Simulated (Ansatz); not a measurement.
`N[BH][GeH3]` + HCl → `NBCl` + GeH₄ at 298.15 K and 1 bar (cleavage of the B–Ge bond).

Gas-phase electronic energies from Ansatz, PBE0-D4/def2-TZVP geometries. CCSD(T)/CBS adds triple-zeta CCSD(T) − MP2 to the extrapolated MP2 energy (def2 sets, frozen cores). This one scheme is used for every species. For Ge outer-core shells are correlated without core-valence functions, which leaves a few kJ/mol of doubt a bond. Scalar relativity is left out up to krypton. One conformer a species, not always the lowest.

```json
{"species": "`N[BH][GeH3]`", "CCSD(T)/CBS energy (Eh)": "-2159.24602", "H − E (kJ/mol)": "183.3", "S (J/(mol·K))": "308.5"}
{"species": "HCl", "CCSD(T)/CBS energy (Eh)": "-460.38127", "H − E (kJ/mol)": "26.6", "S (J/(mol·K))": "186.8"}
{"species": "`NBCl`", "CCSD(T)/CBS energy (Eh)": "-541.16722", "H − E (kJ/mol)": "121.1", "S (J/(mol·K))": "268.2"}
{"species": "GeH₄", "CCSD(T)/CBS energy (Eh)": "-2078.49493", "H − E (kJ/mol)": "88.5", "S (J/(mol·K))": "217.3"}
```

H − E and S are ideal-gas, rigid-rotor, harmonic terms from PBE0-D4/def2-TZVP, for one conformer and one mirror image of each species. 1 Eh = 2625.50 kJ/mol, R = 8.31446 J/(mol·K).

**Question.** By hand: ΔE, ΔH, ΔS and ΔG.

**Answer.** ΔE = (-541.16722) + (-2078.49493) − (-2159.24602) − (-460.38127) = -0.03486 Eh = -91.5 kJ/mol. Δ(H − E) = 121.1 + 88.5 − 183.3 − 26.6 = -0.3, so ΔH = -91.8 kJ/mol. ΔS = 268.2 + 217.3 − 308.5 − 186.8 = -9.8 J/(mol·K). ΔG = -91.8 − 298.15 × (-9.8)/1000 = -88.9 kJ/mol.

**Question.** By hand: the equilibrium constant, and the temperature at which ΔG would vanish if ΔH and ΔS stayed fixed.

**Answer.** log₁₀ K = −ΔG/(RT ln 10) = 15.6. ΔG = 0 at ΔH/ΔS = 9367 K, far beyond where these terms or the molecules hold.

The number of gas molecules stays the same, so ΔS is small and ΔH decides. A doubt of 5 kJ/mol in ΔE shifts log₁₀ K by 0.9 here. Other conformers and mirror images would add mixing entropy, several J/(mol·K) or more a flexible species. These are equilibria of isolated gas molecules and say nothing of rates. Largest T1 diagnostic: 0.013 (customary marks: 0.02 for closed shells, 0.045 for open ones).
